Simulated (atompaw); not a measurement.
Ni (Z = 28): one change to a PAW (atompaw) potential, before and after

Ni (Z = 28), PAW, made with atompaw 4.2.0.5 (LDA (PW92), scalar-relativistic). Core [Ar], reference 3d8 4s2 4p0. Waves: 4s (bound): rc 1.80 bohr; 4s channel at 2.5 Ry: rc 3.00 bohr; 4p (bound, empty): rc 3.00 bohr; 4p channel at 2.6 Ry: rc 3.00 bohr; 3d (bound): rc 1.45 bohr; 3d channel at 0.6 Ry: rc 1.45 bohr. Local part: ultrasoft scheme with l = 3 at 0 Ry, radius 2.00 bohr. Core correction: smooth core density matched at 2.25 bohr. Augmentation charge: sinc compensation charge, radius 2.95 bohr; PAW radius 3.00 bohr; waves and projectors: custom polynom2 7 10 vanderbiltortho.

Change: waves 4s (bound); 4s channel at 2.5 Ry; 4p (bound); 4p channel at 2.6 Ry; 3d (bound); 3d channel at 0.6 Ry; augmentation sinc compensation charge, radius 2.95 bohr; PAW radius 3.00 bohr; waves and projectors: bloechl.

Cutoffs: the cutoffs (Ry, on a coarse ladder) from which the occupation-weighted sum of valence levels, in a spherical-Bessel basis at the reference potential, stays within 10 and 1 mRy of its value at 400 Ry; they do not see the model core or the augmentation charge, which bear on the density cutoff.

Question: What does the change do?

Answer: The range in which the s phases agree widens (upper end 2.6 → 3.9); neither file shows a bound ghost.

| quantity | base | changed |
| --- | --- | --- |
| cutoff, loose | 230 Ry | 30 Ry |
| cutoff, tight | over 300 Ry | 35 Ry |
| loose cutoff by channel (10 mRy a level) | s 12 Ry, d 30 Ry | s 8 Ry, d 18 Ry |
| bound ghosts | none | none |
| s: phases at 3.02 bohr within 0.05 rad from the reference energy up to (Ry; the scan ends near 5) | 2.6 | 3.9 |
| p: phases at 3.02 bohr within 0.05 rad from the reference energy up to (Ry; the scan ends near 5) | 3.4 | 3.6 |
| d: phases at 3.02 bohr within 0.05 rad from the reference energy up to (Ry; the scan ends near 5) | 4.2 | 3.5 |
| lowest overlap eigenvalue by channel | s 0.64, p 0.83, d 0.98 | s 0.36, p 0.57, d 1.00 |

 The cutoffs see the waves, projectors and local potential, not the compensation charge or the core.
